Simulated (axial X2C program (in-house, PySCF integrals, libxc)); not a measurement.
# Which molecule has these constants?

Computed with an in-house relativistic program for diatomic molecules, spin-free (one-electron X2C) or two-component (2c: spin–orbit coupling with atomic mean-field Coulomb and Gaunt terms, which also bring small scalar terms), in Dyall basis sets with cores contracted in-house; open shells are unrestricted.

A two-component PBE0 calculation in a Dyall 3-zeta basis gave Re = 1.996 Å, ωe = 508.9 cm⁻¹, dipole magnitude 1.90 D, Ω = 1.

Question: Which molecule is it?
A. AsN
B. GaN
C. CrN
D. KN
E. FeN

Answer: B. The others have AsN 1.598 Å and 1163.9 cm⁻¹ (Ω = 0); FeN 1.597 Å and 839.8 cm⁻¹ (Ω = 5/2); KN 2.534 Å and 310.8 cm⁻¹ (Ω = 1); CrN 1.552 Å and 778.6 cm⁻¹ (Ω = 3/2).

Each entry is the lowest single determinant of a limited PBE0 search at one distance. De goes to single-determinant-based atoms at the same level (for ions the charge split of lowest energy) and is withheld (n/a) where an atom does not fit its ground term or J level. Main or longest-lived isotopes. One determinant is a doubtful description, or other states lie close, for GaN, FeN, KN, CrN; these need not be ground states, and all values refer to the states named. Some open-shell Ω = 0 determinants are out of reach, so the Ω given for GaN, KN need not be the lowest component. With several unpaired electrons the Ω given is that of one determinant, not necessarily of the lowest component. The functionals have no current term, which raises determinants with orbital currents.
